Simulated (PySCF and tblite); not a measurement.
Values are calculated unless marked as measured or tabulated.
**Rotation: stationary points, barriers and rates**

System: C₅H₄OS, numbered as in [O:1]=[CH:2][c:3]1[cH:4][cH:5][cH:6][s:7]1.

Motion: rotation about the C3–C2 bond (torsion C4–C3–C2–O1 from 0° to 180°, rising). The path came from a restrained scan, a climbing-image band and a saddle search at GFN2-xTB; energies are PBE0/pcSseg-1 + D3(BJ)//GFN2-xTB, thermal terms GFN2-xTB. Rate constants are transition-state-theory values, counting equivalent paths, without tunnelling. (PySCF 2.14 with density fitting, tblite 0.8.)

```tsv
point	symmetry	E(GFN2) kcal/mol	E(DFT) kcal/mol	ZPE change kcal/mol	lowest mode cm⁻¹	dipole D
start	Cs	0.0	0.0	0.00	126	3.52
saddle	C1	8.3	10.7	-0.44	173i	2.89
end	Cs	0.4	-1.2	-0.03	114	3.94
```

```json
{
 "Electronic barrier": "10.7 kcal/mol",
 "Barrier with zero-point energy": "10.2 kcal/mol",
 "ΔH‡ (298 K)": "9.9 kcal/mol",
 "ΔS‡ (298 K, symmetry apart)": "-2.1 cal/(mol K)",
 "Paths": "2 equivalent paths",
 "End point": "a different minimum",
 "Mean lifetime of the start against this motion at 298 K": "4.1 µs",
 "Cost": "52 s on 1 thread of AMD EPYC 7B13 (shared host) (rough), peak memory 0.73 GiB, launched as `OMP_NUM_THREADS=1 python ens_run.py task.json out`"
}
```

| T/K | ΔG‡ kcal/mol | k s⁻¹ | ΔG kcal/mol | k back s⁻¹ |
| --- | --- | --- | --- | --- |
| 150 | 10.3 | 0.0065 | -1.2 | 0.0001 |
| 200 | 10.3 | 41 | -1.2 | 1.9 |
| 250 | 10.4 | 8040 | -1.2 | 678 |
| 298 | 10.5 | 2.4×10⁵ | -1.2 | 3.1×10⁴ |
| 350 | 10.6 | 3.4×10⁶ | -1.2 | 5.9×10⁵ |
| 400 | 10.7 | 2.3×10⁷ | -1.2 | 5×10⁶ |
| 500 | 11.0 | 3.2×10⁸ | -1.2 | 9.9×10⁷ |

ΔG and ΔG‡ leave out symmetry numbers and mirror images; rates count paths: 2 out, 2 back.
